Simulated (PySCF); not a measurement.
Bonds (- single, = double, # triple, : aromatic): F1-C2 1.319 Å, C2=C3 1.343 Å, C3-C4 1.464 Å, C4=C5 1.357 Å, C5-C6 1.464 Å, C6=C7 1.358 Å, C7-C3 1.461 Å. C2 carries H8; C4 carries H9; C5 carries H10; C6 carries H11; C7 carries H12.

Geometry: PBE0-D3(BJ)/def2-SVP; GIAO shifts from PySCF, gas phase, non-relativistic, averaged over equivalent atoms.

At PBE0/aug-cc-pVDZ (206 basis functions, 28 s wall time on 1 thread of an Arm Neoverse V1, shared host):
```tsv
atoms	δ (ppm)
F1	-91.1
C2	152.9
C6	132.2
C5	131.1
C3	130.3
C4	121.2
C7	116.0
H8	7.40
H12	6.90
H11	6.74
H10	6.67
H9	6.53
```

Scale: CFCl3 for $^{19}$F (σref 194.15); TMS for $^{13}$C (σref 195.12) and $^{1}$H (σref 31.39) (reference shieldings calculated alike).

Problem. What do these become at PBE0/def2-TZVP?

Solution. 
```csv
atoms,δ at PBE0/def2-TZVP,change
F1,-92.0,-0.9
C2,161.2,+8.3
C6,138.9,+6.7
C5,137.7,+6.6
C3,136.2,+5.9
C4,127.5,+6.3
C7,121.8,+5.8
H8,7.26,-0.14
H12,6.93,+0.03
H11,6.72,-0.02
H10,6.62,-0.05
H9,6.53,+0.00
```

References, each an isolated molecule treated in the same way: $^{19}$F (178.85 ppm) against CFCl3; TMS for $^{13}$C (186.65 ppm), $^{1}$H (31.48 ppm).

The largest change is at C2 (alkene CH). Cost: 247 basis functions, 37 s wall time on 1 thread of an Arm Neoverse V1, shared host. The order of the carbon signals is the same at both levels.

Unscaled 19F shifts against computed CFCl3 carry errors that often reach 10 to 50 ppm.
